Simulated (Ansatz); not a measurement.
One geometry of CH$_{5}$SSn (`[CH3][SnH][SH]`) radical, several functionals.

```yaml
crystal:
  periodic: [false, false, false]
  atoms:
    - {symbol: C, position_ang: [-0.719276, 0.879890, -0.461587]}
    - {symbol: Sn, position_ang: [1.192822, -0.087183, -0.164169]}
    - {symbol: S, position_ang: [0.858427, -1.894172, 1.413768]}
    - {symbol: H, position_ang: [-1.045325, 1.349667, 0.465221]}
    - {symbol: H, position_ang: [-1.435807, 0.113499, -0.760904]}
    - {symbol: H, position_ang: [-0.629773, 1.633323, -1.244039]}
    - {symbol: H, position_ang: [1.671737, -0.930301, -1.596880]}
    - {symbol: H, position_ang: [0.199295, -1.121825, 2.292790]}
basis:
  gaussian: {orbitals: def2-TZVPP}
magnetization: {spin_polarized: true, initial_magnetization: 1}
hamiltonian: {xc: {name: wB97M-V}}
output: {forces: true, orbitals: {seedname: orbitals}}
```

```sh
$ ansatz run in.yaml --threads 4 --pin off --events-out ev --progress --plain
```

It prints (some lines left out):

```
Functional definition: wB97M-V
1198 factors; their error is unknown
272 factors; integrals over basis functions are off by at most 1.1e-5 eV
mean field evaluation 1: about -17779.1464 eV, gradient 2.9e1 eV
mean field evaluation 2: about -17780.3023 eV, gradient 2.5e1 eV
mean field evaluation 4: about -17783.2328 eV, gradient 1.0e0 eV
mean field evaluation 8: about -17783.2501 eV, gradient 5.8e-2 eV
mean field evaluation 16: about -17783.2907 eV, gradient 6.2e-4 eV
mean field -17783.29069880 eV, -653.5238792335 hartree, gradient 3.7e-5 eV, S^2 0.753186; 0 other end points of the search recorded, 0 dependent functions left out
reference -17783.29075156 eV, -653.5238811724 hartree; 25, 24 occupied and 168, 169 virtual orbitals, 1198 factors
Total energy: -17783.29075156 eV, -653.5238811724 hartree
Atom 0 at    -0.719276     0.879890    -0.461587 Å, force     0.055933    -0.024901     0.003098 eV/Å
Atom 1 at     1.192822    -0.087183    -0.164169 Å, force    -0.056857    -0.080704    -0.076391 eV/Å
Atom 2 at     0.858427    -1.894172     1.413768 Å, force    -0.038343     0.096113     0.014878 eV/Å
Atom 3 at    -1.045325     1.349667     0.465221 Å, force     0.011110    -0.033818    -0.083870 eV/Å
Atom 4 at    -1.435807     0.113499    -0.760904 Å, force     0.047226     0.076283     0.024048 eV/Å
Atom 5 at    -0.629773     1.633323    -1.244039 Å, force    -0.030926    -0.060400     0.070107 eV/Å
Atom 6 at     1.671737    -0.930301    -1.596880 Å, force    -0.031686     0.070490     0.101491 eV/Å
Atom 7 at     0.199295    -1.121825     2.292790 Å, force     0.043543    -0.043062    -0.053362 eV/Å
Dipole moment:    -0.140056     0.424090    -0.095698 e Å
```

Hardware: 4 threads of a server CPU on a shared host. Wall time 14 s, peak host memory 0.8 GiB.

Changing it to `hamiltonian: {xc: {name: wB97X-V}}` and no forces (abridged; 10 s):

```
Functional definition: wB97X-V
mean field evaluation 16: about -17783.5739 eV, gradient 3.6e-4 eV
mean field -17783.57388086 eV, -653.5342859821 hartree, gradient 6.0e-5 eV, S^2 0.754473
Total energy: -17783.57387944 eV, -653.5342859300 hartree
```

Changing it to `hamiltonian: {xc: {name: B97M-V}}` and no forces (abridged; 11 s):

```
Functional definition: B97M-V
mean field evaluation 16: about -17783.4317 eV, gradient 6.7e-4 eV
mean field -17783.43172589 eV, -653.5290618834 hartree, gradient 3.7e-5 eV, S^2 0.751779
Total energy: -17783.43179319 eV, -653.5290643567 hartree
```

The same input with `hamiltonian: {xc: {name: BHLYP}, dispersion: d4}` and no forces (abridged; 4.4 s):

```
Functional definition: BHLYP
mean field evaluation 16: about -17783.3919 eV, gradient 5.2e-4 eV
mean field -17783.39192043 eV, -653.5275990600 hartree, gradient 6.6e-5 eV, S^2 0.755187
Total energy: -17783.63385675 eV, -653.5364900557 hartree
```

The same input with `hamiltonian: {xc: {name: CAM-B3LYP}, dispersion: d4}` and no forces (abridged; 4.3 s):

```
Functional definition: CAM-B3LYP
mean field evaluation 16: about -17785.2265 eV, gradient 2.1e-4 eV
mean field -17785.22650064 eV, -653.5950186391 hartree, gradient 4.4e-5 eV, S^2 0.754264
Total energy: -17785.37450388 eV, -653.6004576576 hartree
```

Changing it to `hamiltonian: {xc: {name: B2PLYP}}` and no forces (abridged; 6 s):

```
Functional definition: B2PLYP
mean field evaluation 16: about -17769.8274 eV, gradient 1.4e-3 eV
mean field -17769.82736139 eV, -653.0291107096 hartree, gradient 6.6e-6 eV, S^2 0.755549
10 core orbitals not correlated: weight in the atoms' cores, before any rotation towards them, 1.000 or more for the frozen orbitals, at most 0.000 for the correlated occupied ones
second order -22.16410904 eV of doubles, -0.00000000 eV of singles
Total energy: -17775.81184015 eV, -653.2490362476 hartree
```
